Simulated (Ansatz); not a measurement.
`B[CH2][GeH2][CH3]` + `O[SiH2]CS` → `CO[SiH2]CS` + `B[CH2][GeH3]`  (substitution at a C–Ge bond)

Isolated molecules relaxed with PBE0-D4/def2-TZVP in Ansatz; ΔE leaves out vibrations. CCSD(T)/CBS adds triple-zeta CCSD(T) − MP2 to the extrapolated MP2 energy (def2 sets, frozen cores). Functionals use def2-TZVPP. For Ge outer-core shells are correlated without core-valence functions, which leaves a few kJ/mol of doubt a bond. Scalar relativity is left out up to krypton. Each species was taken in one conformer, which may not be the lowest.

```tsv
species	PBE0-D4 energy (Eh)
`B[CH2][GeH2][CH3]`	-2183.10874
`O[SiH2]CS`	-804.35852
`CO[SiH2]CS`	-843.61827
`B[CH2][GeH3]`	-2143.81522
```

Question: Work out ΔE.

Answer: ΔE = (-843.61827) + (-2143.81522) − (-2183.10874) − (-804.35852) = 0.03377 Eh = +0.92 eV. CCSD(T)/CBS gives +0.96 eV.

Largest T1 diagnostic among the species: 0.011.

In def2-TZVPP, CCSD(T) changes the Hartree–Fock value by +0.25 eV (the triples alone add +0.03 eV) and MP2 by +0.34 eV.
